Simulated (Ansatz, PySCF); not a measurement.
Breaking a bond: GaBe (anion, charge -1), lowest triplet found (which spin is the ground state isn't settled by this scan).

Levels: UKS-B3LYP/6-31G* = unrestricted B3LYP/6-31G*, spherical d (PySCF 2.14.0); UHF/6-31G* = PySCF 2.14.0 with unrestricted Hartree-Fock/6-31G*, spherical d; UKS-LDA (SVWN5)/6-31G* = unrestricted LDA (SVWN5)/6-31G*, spherical d in PySCF; FCI = full CI/aug-cc-pVDZ, cores with 3d frozen (Ansatz, a first-principles code).

Energies relative to the lowest point of each curve between 1.88 and 2.76 Å, where full CI is lowest, in kcal/mol; the last columns give the difference from FCI:

| R / Å | UKS-B3LYP/6-31G* | UHF/6-31G* | UKS-LDA (SVWN5)/6-31G* | FCI | UKS-B3LYP/6-31G* − FCI | UHF/6-31G* − FCI | UKS-LDA (SVWN5)/6-31G* − FCI |
|---|---|---|---|---|---|---|---|
| 1.57 | 76.4 | 83.3 | 71.2 | 90.5 | -14.1 | -7.2 | -19.4 |
| 1.71 | 39.5 | 43.0 | 35.7 | 49.2 | -9.7 | -6.2 | -13.6 |
| 1.82 | 21.7 | 23.4 | 18.7 | 28.5 | -6.9 | -5.2 | -9.8 |
| 1.88 | 14.9 | 15.9 | 12.4 | 20.5 | -5.6 | -4.5 | -8.1 |
| 1.97 | 7.7 | 8.1 | 5.9 | 11.6 | -3.9 | -3.5 | -5.7 |
| 2.07 | 3.0 | 3.1 | 1.8 | 5.3 | -2.3 | -2.2 | -3.5 |
| 2.14 | 1.1 | 1.2 | 0.5 | 2.7 | -1.6 | -1.5 | -2.2 |
| 2.21 | 0.2 | 0.2 | 0.0 | 1.0 | -0.8 | -0.8 | -1.0 |
| 2.25 | 0.0 | 0.0 | 0.1 | 0.5 | -0.5 | -0.5 | -0.4 |
| 2.34 | 0.2 | 0.2 | 0.9 | 0.0 | 0.2 | 0.2 | 0.9 |
| 2.48 | 1.8 | 1.7 | 3.4 | 0.8 | 1.0 | 0.8 | 2.5 |
| 2.61 | 4.0 | 3.2 | 6.5 | 2.6 | 1.4 | 0.6 | 3.9 |
| 2.76 | 7.0 | 4.6 | 10.4 | 5.2 | 1.8 | -0.6 | 5.2 |
| 2.93 | 9.7 | 5.8 | 14.8 | 8.2 | 1.5 | -2.4 | 6.6 |

UKS-B3LYP/6-31G* is furthest from FCI at 1.57 (-14.1 kcal/mol, below); its mean absolute difference over the points is 3.7 kcal/mol.

UHF/6-31G* is furthest from FCI at 1.57 (-7.2 kcal/mol, below); its mean absolute difference over the points is 2.6 kcal/mol.

UKS-LDA (SVWN5)/6-31G* is furthest from FCI at 1.57 (-19.4 kcal/mol, below); its mean absolute difference over the points is 5.9 kcal/mol.

The scan ran from 1.57 to 7.41 Å; beyond the distances shown full CI changes its symmetry label. Where the anion isn't bound against loss of the electron, the finite basis alone holds it. The unrestricted determinant behind UHF/6-31G* is spin-contaminated at 1.57 to 2.93 Å (<S²> up to 2.8, against 2.00 for a pure triplet).
